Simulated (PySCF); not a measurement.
## Ionisation energy of Pb+ by level of theory

Pb+ [Xe] 4f14 5d10 6s2 6p1 (2P) → Pb(2+) [Xe] 4f14 5d10 6s2 (1S), as a difference of total energies. Computed with PySCF 2.14 in def2-SVP with the def2 core potential (60 electrons), with scalar relativity through the core potential. Correlated levels: valence: 5s2 5p6 5d10 frozen. The calculations carry no spin-orbit coupling.

Task: Order these methods by the ionisation energy they give, lowest first.
A. MP2 (valence)
B. CCSD(T) (valence)
C. r2SCAN
D. UHF

Result: D (13.168 eV), A (13.288 eV), B (13.347 eV), C (13.778 eV).

Errors of the correlated levels include the incompleteness of this basis and the frozen core.

For comparison: 13.869 eV (measured; NIST levels, between the centres of gravity of the two terms).
